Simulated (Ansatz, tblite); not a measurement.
Removing an electron: ZrSi₆⁻ (the lowest doublet isomer of a short search). Total charge -1; doublet. Geometry: B3LYP-D4/def2-SVPD. Ansatz, gas phase; energy differences of separate SCF runs; the oxidised species is a singlet (the triplet lies 0.13 eV higher at PBE0-D4/def2-TZVPD).

| atom | x (Å) | y (Å) | z (Å) |
| --- | --- | --- | --- |
| Zr1 | -1.666 | -0.137 | 0.315 |
| Si2 | 1.537 | -0.204 | -0.291 |
| Si3 | 0.147 | -1.681 | 1.314 |
| Si4 | 0.367 | 0.714 | 1.964 |
| Si5 | -0.358 | -1.608 | -1.364 |
| Si6 | -0.356 | 0.810 | -1.928 |
| Si7 | 0.328 | 2.107 | -0.010 |

In the def2 sets Zr takes a core potential; there is no spin–orbit coupling. The xTB rows come from tblite. The structure comes from a short search, and lower isomers may exist.

```
               level  −HOMO (eV)  vertical IE (eV)  −LUMO (eV)  HOMO–LUMO gap (eV)                                  remarks
            GFN1-xTB           –              7.49           –                   –                                        –
r2SCAN-D4/def2-TZVPD        1.11              2.98        0.04                1.08  restricted SCF unstable in HF (singlet)
  PBE0-D4/def2-TZVPD        1.72              2.97       -0.57                2.29  restricted SCF unstable in HF (singlet)
```

Problem. Estimate the rows for GFN2-xTB, PBE-D4/def2-TZVPD.

Solution. 
```tsv
level	−HOMO (eV)	vertical IE (eV)	−LUMO (eV)	HOMO–LUMO gap (eV)	remarks
GFN2-xTB	–	3.82	–	–	–
PBE-D4/def2-TZVPD	0.79	2.83	0.15	0.64	restricted SCF unstable in HF (singlet)
```

Run but left out: HF/def2-SVPD, MP2/def2-SVPD, CCSD/def2-SVPD, CCSD(T)/def2-SVPD (neutral singlet: restricted singlet, unstable towards broken spin symmetry).  HOMO and LUMO are the levels of the spin that leaves or enters (xTB has no such levels and no spin-polarisation term). Other spin states of the ions may lie lower, which would lower the ionisation energy or raise the affinity. Raw xTB energy differences between charge states are shifted by several eV; the methods need an empirical correction for them.
